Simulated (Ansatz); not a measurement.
`B[SiH2]COC` → `B[SiH2]OC` + `[CH2]` (triplet)  (formal loss of a carbene)

Computed with Ansatz on PBE0-D4/def2-TZVP structures; ΔE is electronic, products minus reactants. CCSD(T)/CBS adds triple-zeta CCSD(T) − MP2 to the extrapolated MP2 energy (def2 sets, frozen cores). This one scheme is used for every species. Functionals use def2-TZVPP. B3LYP here is the variant with VWN-RPA as its local correlation; programs differ in this. Triplets are unrestricted, without spin–orbit coupling. Each species was taken in one conformer, which may not be the lowest.

CCSD(T)/CBS gives +292.3 kJ/mol.

**Question.** Another level gave +270.3 kJ/mol. Which?
A. MP2/def2-TZVPP
B. PBE0-D4/def2-TZVPP
C. B3LYP/def2-TZVPP
D. CCSD/def2-TZVPP

**Answer.** D. CCSD/def2-TZVPP 270.3, MP2/def2-TZVPP 289.5, PBE0-D4 298.9, B3LYP 279.4 kJ/mol.

Largest T1 diagnostic among the species: 0.011.

The D4 term adds +9.1 kJ/mol with B3LYP and +5.0 kJ/mol with PBE0; it sums over pairs of atoms, weighted by their polarisabilities, and B3LYP, whose exchange is more repulsive, gets the larger term. From PBE to PBE0 (25 % exact exchange), in def2-TZVPP and without D4, ΔE moves by −13.8 kJ/mol. In def2-TZVPP, CCSD(T) changes the Hartree–Fock value by +146.3 kJ/mol (the triples alone add +13.1 kJ/mol) and MP2 by +152.3 kJ/mol.
